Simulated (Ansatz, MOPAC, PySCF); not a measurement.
Dimer: HCl (SMILES Cl) (first 2 atoms) with HBr (SMILES Br); geometry from B3LYP-D3(BJ)/def2-TZVP.
(charge 0, multiplicity 1):
```xyz
4

Cl     0.53482    -0.46597    -0.22562
H      0.80027     0.78568    -0.12357
Br     0.17720    -0.30934     3.68880
H      0.25519    -0.59205     2.28871
```

Counterpoise-corrected where a basis set is named; no monomer relaxation. Rows marked so take none.

Cores are frozen in the correlated methods. Filled d and f shells under p-block atoms count as core. CBS(a, b) extrapolates the correlation energy as X⁻³ and adds the Hartree–Fock energy of set b. Rows in 3-21G, 6-31G*, LANL2DZ carry no dispersion term and start afresh at each structure (6-31G* with six Cartesian d functions); the Pople sets are all-electron and without relativity. MP2/6-31G* freezes PySCF's default core, which leaves 3d correlated. LANL2DZ brings its own core potentials from Na on. The state that AM1, PM3, PM6 reach isn't checked.

Run with Ansatz (a program for electronic structure) with Gaussian orbitals; MOPAC for AM1, PM3, PM6 (differences of heats of formation); PySCF for 3-21G rows, 6-31G* rows, LANL2DZ rows, the dispersion terms. Each number belongs to the level named beside it.

Other levels give for the interaction energy: PBE/def2-TZVPPD -1.67; B3LYP/def2-TZVPPD -0.85; B3LYP-D3(BJ)/def2-TZVPPD -2.02; wB97M-V/def2-TZVPPD -1.59; CCSD(T)/CBS(def2-TZVPPD, def2-QZVPPD) -1.69 kcal/mol.

**Question.** What do these common cheap choices give for the same quantity: AM1, PM3, PM6, HF/6-31G* (no counterpoise), B3LYP/3-21G (no counterpoise), B3LYP/6-31G*, B3LYP/LANL2DZ (no counterpoise), MP2/6-31G* (no counterpoise)?

**Answer.** AM1 -0.84; PM3 -2.34; PM6 -1.11; HF/6-31G* (no counterpoise) -0.08; B3LYP/3-21G (no counterpoise) -2.15; B3LYP/6-31G* -1.04; B3LYP/LANL2DZ (no counterpoise) -1.35; MP2/6-31G* (no counterpoise) -1.35 kcal/mol. They span -2.34 to -0.08 kcal/mol.
